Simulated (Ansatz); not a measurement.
Geometry optimisation, RKS PBE0-D4/def2-SVP (Ansatz).

input.yaml

```yaml
crystal:
  periodic: [false, false, false]
  atoms:
    - { symbol: Ga, position_ang: [0.319394, 0.007933, 0.014909] }
    - { symbol: C, position_ang: [1.067511, -0.040625, 1.823179] }
    - { symbol: H, position_ang: [0.466171, -0.199462, 2.73113] }
    - { symbol: H, position_ang: [1.851204, -0.814286, 1.77032] }
    - { symbol: H, position_ang: [1.601469, 0.920636, 1.914247] }
    - { symbol: H, position_ang: [1.800632, 0.217102, -0.41249] }
    - { symbol: H, position_ang: [-1.048981, -0.091299, -0.703595] }
basis:
  gaussian: { orbitals: def2-SVP }
hamiltonian:
  xc: pbe0
  dispersion: d4
relax:
  f_tol: 0.03
  max_steps: 50
```

Run as:

```bash
$ ansatz run input.yaml --threads 1 --pin off --max-ram 2048MiB --backend cpu --events-out ev --progress --plain --runs-dir out
```

Task: Where does it end, and by what steps?

Result: The forces met the threshold. After 5 steps the energy has fallen by 0.595 eV; H6 moved furthest, 0.71 Å.

```tsv
step	energy less start (eV)	largest force component (eV/Å)	accepted
0	0.0000	1.511	yes
1	-0.3041	0.717	yes
2	-0.4590	0.411	yes
3	-0.5750	0.310	yes
4	-0.5941	0.126	yes
5	-0.5954	0.017	yes
```

```xyz
7
Properties=species:S:1:pos:R:3
Ga 0.566 0.042 0.000
C 1.093 -0.039 1.893
H 0.243 -0.199 2.571
H 1.822 -0.853 2.044
H 1.603 0.895 2.181
H 1.667 0.274 -1.104
H -0.936 -0.120 -0.447
```

The run took 15 s on 1 thread of Arm Neoverse V2, on a shared host, peak memory 0.13 GiB.
